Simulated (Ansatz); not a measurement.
Ansatz (a quantum-chemistry and plane-wave program) input:

Ansatz 0.2 input:
```yaml
crystal:
  periodic: [false, false, false]
  atoms:
    - {symbol: S, position_ang: [-0.09782461, -0.09810101, 0.09697156]}
    - {symbol: O, position_ang: [0.68360418, 0.67265921, 1.06164456]}
    - {symbol: O, position_ang: [0.67909813, -1.05375380, -0.68942216]}
    - {symbol: O, position_ang: [-1.05572735, 0.68893691, -0.67652048]}
    - {symbol: H, position_ang: [-0.89060598, -0.89312236, 0.88283969]}
basis:
  gaussian:
    orbitals: def2-TZVP
hamiltonian:
  xc: b3lyp
  dispersion: d3bj
total_charge: -1
phonons: {temperatures: {t_min: 298.15, t_max: 298.15, t_step: 100}}
```

Problem. Predict the final energy.

Solution. -624.66340 Eh (B3LYP-D3(BJ)/def2-TZVP). The basis has 136 functions. The run takes very roughly 50 core-seconds.

It need not be the lowest isomer of its formula.
